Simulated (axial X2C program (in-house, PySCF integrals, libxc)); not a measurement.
## What spin–orbit coupling does to ScO⁻

Calculated with an in-house all-electron X2C program for linear molecules (integrals from PySCF). Spin-free means the one-electron spin-free X2C Hamiltonian; two-component (2c) means X2C with spin–orbit coupling and atomic mean-field two-electron Coulomb and Gaunt terms, so the difference of the two also holds small scalar two-electron terms. Basis: Sc dyall-acv3z [11s12p8d5f2g], O dyall-av3z [7s6p3d2f] (cores contracted in-house); Gaussian nuclei, density fitting, unrestricted open shells. Masses: Sc 44.956 u, O 15.995 u.

Spin-free state: M_S = 0, Λ = 0 (closed shell); fragments Sc + O- for PBE0, MP2, PBE50; Sc- + O for HF.

```json
{"level": "PBE0", "Re (Å)": "1.679", "ωe (cm⁻¹)": "954.1", "De (eV)": "6.754", "μ (D)": "1.51"}
{"level": "HF", "Re (Å)": "1.691", "ωe (cm⁻¹)": "962.4", "De (eV)": "n/a", "μ (D)": "1.25"}
{"level": "MP2", "Re (Å)": "1.724", "ωe (cm⁻¹)": "889.9", "De (eV)": "7.119", "μ (D)": "n/a"}
{"level": "PBE50", "Re (Å)": "1.668", "ωe (cm⁻¹)": "981.7", "De (eV)": "6.239", "μ (D)": "1.46"}
```

Correlated methods: 10 electrons correlated (number of frozen shells: Sc 3 s, 2 p; O 1 s), 318 virtual spin orbitals or spinors in MP2.

Dipoles are positive if O is the positive end and refer to the centre of mass.

Two-component determinant lowest at the distance of the search:

Ω = 0 (closed shell); fragments Sc + O- for PBE0, MP2, PBE50; Sc- + O for HF.

```
level  Re (Å)  ωe (cm⁻¹)  De (eV)  μ (D)
 PBE0   1.679      954.2    6.753   1.52
   HF   1.691      962.4      n/a   1.26
  MP2   1.724      890.0    7.111    n/a
PBE50   1.668      981.7    6.238   1.47
```

(1) From the two tables, how do the constants change at the MP2 level (2c against spin-free)?

The state is a single determinant with fixed occupations, the lowest that a limited PBE0 search found. The closed shell is kept restricted, so the energy runs too high when the bond is stretched far. De is counted from the lowest determinant-based energies of the atoms at the same level, without counterpoise correction. De is not given where an atomic determinant may have missed its ground term or J level, or where the truncated virtual space spoils (T). In 2c an atomic determinant is not the ground J level, so De misses part of the atomic spin–orbit lowering. This holds for PBE0, PBE50. The functionals have no current-density term, which raises determinants with orbital currents, atoms included. The outer-core s and p shells of the metal are frozen in the correlated rows, which leaves out core–valence correlation; for alkali and alkaline-earth bonds that tends to lengthen them. The highest occupied level of some functionals is positive through self-interaction error; at Hartree–Fock it is bound.

Results:

(1) At the MP2 level Re is unchanged within 0.001 Å and ωe stays the same within 0.2 cm⁻¹; De changes by -0.008 eV.
